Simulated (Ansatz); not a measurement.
Molecule: AuCl, charge 0, multiplicity 3. The spin state was set by rule; other spins were not relaxed. 
Structure (B3LYP-D3(BJ)/def2-TZVP (Ansatz, a first-principles code) minimum search):
```
Au
Cl 1 2.3959
```
Charge 0, spin multiplicity 3.

Basis-set convergence of Hartree-Fock and CCSD(T) correlation energies (hartree) with Ansatz. Cores are frozen in the correlated levels unless marked. UHF or UKS for open shells. Spin-orbit coupling is left out. The frozen core is the preceding noble-gas configuration, with the filled d and f shells of earlier blocks. Past Kr the def2 sets carry scalar-relativistic core potentials.

```csv
basis,functions,E(HF),"E(corr, CCSD(T))"
def2-SVPD,62,-594.10250,-0.40131
def2-TZVPPD,110,-594.26265,-0.56076
def2-QZVPPD,167,-594.27539,-0.60118
```

Extrapolating the two largest sets (X = 3 and 4) as X^-3: E(corr) = (64·(-0.60118) - 27·(-0.56076))/37 = -0.6307 Eh, an estimate of the basis-set limit. The largest set recovers 95.3 % of it, the smallest 63.6 %.
